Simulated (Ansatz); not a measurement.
Frontier orbitals of C2H6GeO2, SMILES `C[O][Ge][O]C`.

The species carries charge 0 and has multiplicity 1. Correlated methods include outer-core shells of Ge, which these sets cover unevenly. Scalar relativity is left out up to krypton. The structure was optimised at the PBE0-D4/def2-TZVP level. It is one conformer, not always the lowest. Basis def2-TZVPP, Ansatz.

```json
{"functional": "LDA (SPW92)", "HOMO (eV)": "-6.37", "LUMO (eV)": "-2.41", "gap (eV)": "3.96"}
{"functional": "PBE", "HOMO (eV)": "-6.18", "LUMO (eV)": "-2.19", "gap (eV)": "3.99"}
{"functional": "PBE0", "HOMO (eV)": "-7.40", "LUMO (eV)": "-1.45", "gap (eV)": "5.95"}
{"functional": "r2SCANh", "HOMO (eV)": "-6.93", "LUMO (eV)": "-1.86", "gap (eV)": "5.07"}
{"functional": "ωB97M-V", "HOMO (eV)": "-9.65", "LUMO (eV)": "0.49", "gap (eV)": "10.14"}
```

From PBE to PBE0 the HOMO moves by −1.22 eV and the LUMO by +0.74 eV, and with ωB97M-V by −3.47 and +2.68 eV, so the gap grows from 3.99 to 10.14 eV with exact exchange. A positive LUMO is unbound and depends on the basis.
